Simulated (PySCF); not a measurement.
**Indium: a sound run and one with changed settings**

Sound run: In⁺ [Kr] 4d10 5s2, In²⁺ [Kr] 4d10 5s1. Calculation: PySCF 2.14, in cc-pVDZ-PP with ECP28MDF (4s3p2d, 23 functions); a scalar-relativistic core potential. In the sound run the correlated levels freeze 4s2 4p6 4d10 outside the core potential. The sound run starts from symmetry-adapted Hartree-Fock orbitals and uses a fine grid where one is needed.

A second run was set up differently.

```csv
species,method,sound run (hartree),changed run (hartree),converged
In⁺,MP2,-189.03461,-189.05865,yes
In²⁺,MP2,n/a,-188.40583,yes
```

Ionisation energy of In⁺:

```csv
method,sound run (eV),changed run (eV)
UHF,17.011,17.011
MP2,17.575,17.764
SCS-MP2,17.688,17.860
```

Task: What was changed?
A. all electrons correlated in a valence basis
B. minimal basis
C. level shift left on
D. a valence shell is frozen

Result: A. A valence basis has no tight correlating functions, so it recovers only part of the core correlation, and not evenly between atom and ion.
